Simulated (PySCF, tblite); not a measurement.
Isomers of C2H7NSi2. Computed values, GFN2-xTB/tblite, gas phase, harmonic and unscaled. This tight-binding method is rough: wavenumbers can miss measured ones by several per cent, in bad cases by 10 to 20. Modes of hydrogen on silicon can be 10 to 20 % off. One conformer each.

Electronic energies: PBE0/pcSseg-1 single points on the GFN2-xTB geometries (PySCF, gas phase).

```csv
SMILES,"electronic energy, lowest = 0 (kcal/mol)"
C#C[Si@@H](N)[SiH3],22.8
C#C[SiH2]N[SiH3],14.3
N#C[SiH2]C[SiH3],0.0
N[SiH2]C#C[SiH3],14.7
N#CC([SiH3])[SiH3],11.4
C#C[SiH2][SiH2]N,25.2
```

Task: How do GFN2-xTB zero-point energies change the relative energies?

Result: 
```csv
SMILES,ZPE (kcal/mol),of it from modes above 1550 cm⁻¹,electronic (kcal/mol),"with ZPE, lowest = 0 (kcal/mol)",lowest mode (cm⁻¹),rings
N#C[SiH2]C[SiH3],47.0,28.0,0.0,0.0,45,0
N#CC([SiH3])[SiH3],45.9,27.2,11.4,10.2,105,0
C#C[SiH2]N[SiH3],46.3,28.8,14.3,13.5,40,0
N[SiH2]C#C[SiH3],46.7,29.2,14.7,14.3,13i,0
C#C[Si@@H](N)[SiH3],47.7,30.5,22.8,23.4,31,0
C#C[SiH2][SiH2]N,47.8,30.3,25.2,25.9,21,0
```

The zero-point energies span 1.9 kcal/mol, from `N#CC([SiH3])[SiH3]` to `C#C[SiH2][SiH2]N`. Slightly imaginary modes are left out of the zero-point energy: `N[SiH2]C#C[SiH3]` 13.4i cm⁻¹. The order is unchanged.

Task: And how do the electronic energies of GFN2-xTB itself compare?

Result: `N#C[SiH2]C[SiH3]` 18.5; `N#CC([SiH3])[SiH3]` 5.3; `C#C[SiH2]N[SiH3]` 0.0; `N[SiH2]C#C[SiH3]` 14.7; `C#C[Si@@H](N)[SiH3]` 29.1; `C#C[SiH2][SiH2]N` 28.3 kcal/mol, lowest = 0. Against the energies above, taken from the same isomer `N#C[SiH2]C[SiH3]`, the largest difference is 32.8 kcal/mol.

Task: What do entropy and thermal enthalpy add at 298.15 K and 1 bar (rigid rotor, harmonic oscillator, one conformer each)?

Result: 
```tsv
SMILES	point group	symmetry number	S (cal/(mol K))	H − H(0) (kcal/mol)	ZPE + H − H(0) − TS (kcal/mol)
N#C[SiH2]C[SiH3]	C1	1	89.6	5.87	26.2
N#CC([SiH3])[SiH3]	Cs	1	88.0	5.81	25.5
C#C[SiH2]N[SiH3]	C1	1	92.4	6.23	24.9
C#C[Si@@H](N)[SiH3]	C1	1	93.6	6.40	26.2
```

Not tabulated: `N[SiH2]C#C[SiH3]` (lowest mode only 13i cm⁻¹); `C#C[SiH2][SiH2]N` (lowest mode only 21 cm⁻¹).
